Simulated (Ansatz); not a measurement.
Abstraction of H: InH2F + CHI2 → InHF + CH2I2

Species: InH2F `[F][InH2]`, singlet; CHI2 `I[CH]I`, doublet; InHF `[F][InH]`, doublet; CH2I2 (diiodomethane) `ICI`, singlet. A radical takes H: the energy is the difference in strength between the In–H bond broken and the C–H bond made.

Shapes, held fixed at every level: PBE0-D4/def2-TZVP. Programs: Ansatz 0.2.0. The zero-point and thermal change to 298 K, harmonic and unscaled (PBE0-D4/def2-TZVP), is +13.8 kJ/mol.

**Question.** Estimate ΔH(298 K) of this reaction.

**Answer.** The highest level, CCSD(T)/def2-TZVPP, gives ΔH(298 K) = -108.5 kJ/mol; the levels span -128.2 to -102.3. The column of differences is taken from that level and isn't an error. No measured value is set beside it here. Open shells run unrestricted unless RO is named. For atoms past krypton def2 sets carry core potentials with scalar relativity. Correlated rows may include outer-core shells of I, In, which these sets cover unevenly.

```tsv
level	kind	ΔH(298 K) (kJ/mol)	less CCSD(T)/def2-TZVPP
HF/def2-SVP	Hartree–Fock	-102.3	+6.2
SPW92/def2-TZVPP	LDA	-112.8	-4.3
PBE-D4/def2-TZVPP	GGA	-113.8	-5.3
r2SCAN-D4/def2-TZVPP	meta-GGA	-105.6	+2.9
wB97X-V/def2-TZVPP	range-separated hybrid	-103.5	+5.0
MP2/def2-SVP	perturbation theory	-128.2	-19.7
CCSD(T)/def2-TZVPP	coupled cluster or CI	-108.5	0.0
```
